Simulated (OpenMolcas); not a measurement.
**Co3+: ligand-field states by method**

Co3+ with 6 ligands (fluoride) in octahedral coordination (Oh) at 1.92 Å. A charge of +0.5 e stands 2.6 Å behind each ligand. Ligand basis ANO-RCC-VDZP.
```
Co    0.0000    0.0000    0.0000
F     1.9200    0.0000    0.0000
F     0.0000    1.9200    0.0000
F    -1.9200    0.0000    0.0000
F     0.0000   -1.9200    0.0000
F     0.0000    0.0000    1.9200
F     0.0000    0.0000   -1.9200
```

```
Program             : OpenMolcas
Basis               : ANO-RCC-VTZP [6s5p3d2f1g]
Scalar Hamiltonian  : DKH2, point nucleus
Active space        : 6 electrons in 5 orbitals (3d)
State averaging     : 2S+1 = 5 even, 5 roots; 2S+1 = 3 even, 45 roots; 2S+1 = 1 even, 50 roots
Spin-orbit coupling : state interaction with AMFI integrals over the reference wave functions
```

I. CASSCF
II. SS-CASPT2, IPEA 0.25 Eh, imaginary shift 0.1 Eh (closed shells correlated: 3s 3p and the ligand valence shells)
III. SS-CASPT2, IPEA 0.25 Eh, real shift 0.3 Eh (closed shells correlated: 3s 3p and the ligand valence shells)

Spin-free states (labels of O, the rotations of Oh) in cm-1, each column counted from its own energy of the first state listed:

```tsv
State	Degeneracy	I	II	III
5T2	3	0	0	0
5E	2	9860	12700	12690
3T1	3	16131	8390	8500
1A1	1	18841	5690	5770
3T2	3	20453	11410	11390
3T1	3	24725	19210	19340
1T1	3	26798	15790	15920
3T2	3	27116	19270	19530
3E	2	28997	22770	22960
3T1	3	29077	21800	21980
1T2	3	33991	22840	23020
3T2	3	34021	26230	26420
3A2	1	35031	29070	29230
3T1	3	36221	33110	33190
3E	2	36226	32110	32310
1E	2	37094	27480	27600
1A1	1	38502	27330	27680
1T2	3	39778	28680	28930
3A1	1	40255	36230	36340
3T2	3	41521	34240	34460
```

From I to II, I's first state of the same spin (5E) moves from 9860 to 12700 cm-1, by about +2800 cm-1.

From I to II, I's first state of another spin (3T1) moves from 16131 to 8390 cm-1, by about -7700 cm-1. In II another state of that kind comes below it.

I: A least-squares ligand-field fit to the states below 45000 cm-1, each weighted by its degeneracy and with a free common offset, gives 10Dq = 10298 cm-1, B = 1237 cm-1 and C = 4673 cm-1 (C/B = 3.78), with an rms deviation of 179 cm-1. The same method and metal basis give the free ion B = 1344 cm-1 (fit to its terms below 60000 cm-1, rms deviation 32 cm-1), so the nephelauxetic ratio is β = 1237 / 1344 = 0.92; it hangs on how both fits weigh the states, and computed free-ion B values tend to be too large, so β mixes covalency with correlation.

χT at 300 K: I 4.18, II 4.15, III 4.15 cm3 K/mol.

Roots that are degenerate in the reference are averaged as groups; the widest CASPT2 spread within a group is 940 cm-1 (the 2-fold group of multiplicity 1 near 74300 cm-1 above the lowest state of its run, II). Shifts and gaps below about the spread of the groups concerned are not significant. Over all roots computed the reference weight is 0.67 to 0.72 in II, 0.72 to 0.75 in III; the roots of lowest weight are the least certain, and an intruder state may touch them. An orbital triplet at a regular site is open to Jahn-Teller coupling, which can distort the site and quench the lowest spin-orbit gaps and is left out. Ligand-to-metal charge-transfer states are missing. With no ligand orbital active B as a rule stays too high, so bands that hang on it stand too high and its fall with covalency is understated. Without dynamic correlation the repulsion within the d shell is too large (B by tens of per cent), so at a given field states of lower spin stand too high (holds for I). CASSCF with metal d orbitals alone favours high spin, so a ground state of lower spin is not ruled out (holds for I). With metal d orbitals alone and no dynamic correlation the field as a rule comes out too small, by tens of per cent, by up to half for chloride and softer ligands, and with too little covalency χT stands high (holds for I). This shell can be high or low spin here, a state of another spin lies low, and with metal d orbitals alone active their balance is uncertain, so the ground spin may be wrong (holds for II; III). A single d shell leaves out the double-shell effect, which counts most for late 3d ions, where the CASPT2 field can be off either way by tens of per cent (holds for II; III). These CASPT2 states fit no ligand-field parameters well, so their order and spin gaps are uncertain (holds for II; III). With one d shell and no ligand orbital active, 10Dq can be off by a tenth or more (holds for II; III). No measured value stands beside these numbers; the geometry was imposed, not optimised, and the real ion may take another.
